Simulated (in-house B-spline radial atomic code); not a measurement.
Checks on a self-consistent run for Co¹⁰⁺, [Ne] 3s2 3p5. Method: non-relativistic Hartree-Fock, average of configuration, point nucleus. Calculated with a B-spline radial code for spherical atoms.

```tsv
orbital	q	ε (Eh)	<1/r>	<r²>
1s	2	-292.86526	26.5152	0.00433912
2s	2	-44.72064	5.76492	0.0771681
2p	6	-39.96788	5.68312	0.0617838
3s	2	-12.82236	2.01453	0.560537
3p	5	-11.25168	1.93533	0.572652
```

Electron-electron repulsion V_ee = 346.6932 hartree, kinetic energy T = 1343.5754 hartree.

**Question.** What total energy follows from the eigenvalues?

**Answer.** The eigenvalues count the repulsion twice, so E = Σqε - V_ee = -996.882 - 346.693 = -1343.575 hartree; the run printed -1343.575.

**Question.** What is the virial ratio?

**Answer.** -V/T = (T - E)/T = 2.000000; at the Hartree-Fock limit it is 2.

**Question.** What diamagnetic shielding (Lamb formula) and susceptibility (Langevin formula) do the radii give?

**Answer.** σ = (α²/3)Σq<1/r> = 112.365/(3·137.036²) = 1994.5 ppm, and χ = -0.79199×10⁻⁶·Σq<r²> = -3.578×10⁻⁶ cm³/mol with Σq<r²> = 4.5181 bohr². Both are non-relativistic formulas without the paramagnetism of open shells.
